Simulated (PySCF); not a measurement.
## Polarisability and C₆ of S⁺ (sulfur, charge +1)

[Ne] 3s1 3p3 4s1, high-spin 6S determinant (an excited configuration). All numbers are calculated (PySCF 2.14, no relativity, point nucleus, in dyall-av3z). Coupled (time-dependent) response in atomic units; α is the mean over directions.

```
method  mean α (bohr³)  C₆ (like pair)  S(−4)
 TPSSh           177.3            1927  29260
```

S(−4) is the Cauchy moment in α(ω) = α(0) + S(−4) ω² + …

α(iu) at TPSSh:

```csv
u (hartree),α(iu) (bohr³)
0,177.3
0.0500,126.1
0.100,69.44
0.200,27.90
0.300,16.00
0.500,8.261
0.750,4.843
1.00,3.204
1.50,1.688
2.00,1.037
3.00,0.5095
5.00,0.2073
```

A single London oscillator, α(iu) = α/(1 + u²/ω²), gives C₆ = (3/4) ω α². Matching the computed C₆ needs ω = 4 × 1927 / (3 × 177.3²) = 0.0817 hartree.

For an ion, C₆ is the dispersion term alone; charge-induced terms of lower order in 1/R come first.

The outer electron is Rydberg-like, and this basis confines it to a smaller radius and binds it less than a complete one would.
